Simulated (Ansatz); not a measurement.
Program: Ansatz. Geometries: PBE0-D4/def2-TZVP. ΔE: electronic, gas phase. CCSD(T)/CBS adds triple-zeta CCSD(T) − MP2 to the extrapolated MP2 energy (def2 sets, frozen cores). Functionals use def2-TZVPP. def2 core potentials past Kr. For Zr outer-core shells are correlated without core-valence functions, which leaves a few kJ/mol of doubt a bond. Each species was taken in one conformer, which may not be the lowest.

Reaction (redistribution): `C#[C][Zr]([F])([F])[F]` + `OC[SiH2]F` → `[F][Zr]([F])([F])[F]` + `C#C[SiH2]CO`

`C#[C][Zr]([F])([F])[F]`:

```xyz
7

C     0.794   -2.005   -0.548
C     0.360   -0.911   -0.248
Zr   -0.416    1.051    0.287
F    -1.908    0.838    1.428
F    -0.938    1.962   -1.284
F     0.934    2.031    1.176
H     1.175   -2.967   -0.812
```

`OC[SiH2]F`:

```xyz
9

O    -0.030    0.935   -1.469
C    -0.712    0.140   -0.508
Si    0.392   -0.263    0.955
F     1.713   -0.947    0.344
H     0.753    0.459   -1.758
H    -1.122   -0.777   -0.956
H    -1.572    0.725   -0.168
H    -0.243   -1.232    1.886
H     0.822    0.960    1.673
```

`[F][Zr]([F])([F])[F]`:

Z-matrix (Å, degrees):
```
Zr
F 1 1.893
F 1 1.893 2 109.5
F 1 1.893 2 109.5 3 120.0
F 1 1.893 2 109.5 3 -120.0
```

`C#C[SiH2]CO`:

Cartesian coordinates in Å:
```
C 0.680 2.421 0.382
C 0.504 1.256 0.644
Si 0.191 -0.525 0.934
C -0.291 -1.231 -0.752
O -1.313 -0.463 -1.364
H 0.842 3.452 0.166
H 1.422 -1.161 1.470
H -0.914 -0.651 1.915
H 0.598 -1.311 -1.394
H -0.684 -2.244 -0.632
H -1.034 0.458 -1.370
```

CCSD(T)/CBS gives -55.0 kJ/mol.

Problem. Another level gave -45.9 kJ/mol. Which?
A. revPBE-D4/def2-TZVPP
B. ωB97X-V/def2-TZVPP
C. RPA@PBE/def2-TZVPP
D. CCSD(T)/def2-TZVPP

Solution. C. RPA@PBE/def2-TZVPP -45.9, ωB97X-V -63.4, CCSD(T)/def2-TZVPP -51.8, revPBE-D4 -71.6 kJ/mol.

Largest T1 diagnostic among the species: 0.018.

The D4 term adds −3.1 kJ/mol with B3LYP and −1.8 kJ/mol with PBE0; it sums over pairs of atoms, weighted by their polarisabilities, and B3LYP, whose exchange is more repulsive, gets the larger term. Leaving LDA and LC-ωPBE aside and taking each functional with its dispersion term where it has one, the values, not all of them listed here, spread over 17.9 kJ/mol, from revPBE-D4 to BHLYP-D4. LDA lies −4.2 kJ/mol from PBE without D4. At CCSD(T), def2-SVP lies −19.3 kJ/mol from the extrapolated value and def2-TZVPP +3.2 kJ/mol.

B3LYP here is the variant with VWN-RPA as its local correlation; programs differ in this.
